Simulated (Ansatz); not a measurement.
`FC(F)Br`, relaxed with RKS PBE0-D4/def2-TZVP in Ansatz from a PBE-D4/def2-SVP geometry. The force threshold is 0.005 eV/Å; the program also tests the step.

Total charge 0; spin multiplicity 1.

Start:

```xyz
5

F     0.787   -0.672   -0.913
C     0.140   -0.017    0.062
F     0.574    1.251    0.103
Br   -1.799   -0.044   -0.293
H     0.299   -0.516    1.041
```

Task: By how much does the energy fall, and how many steps does the optimiser take? (Estimate.)

Result: The calculation gave: 2.23 kJ/mol, in 5 steps, 1 of them rejected.

Task: Which bonds change most? (Estimate.)

Result: The calculation gave: C2–Br4 from 1.971 to 1.937 Å; C2–H5 from 1.110 to 1.090 Å; F1–C2 from 1.341 to 1.332 Å; C2–F3 from 1.341 to 1.332 Å.

Task: Give the relaxed structure. (An estimate is asked.)

Result: Computed: 
```xyz
5

F     0.777   -0.666   -0.903
C     0.130   -0.021    0.066
F     0.566    1.237    0.102
Br   -1.774   -0.042   -0.291
H     0.301   -0.508    1.026
```
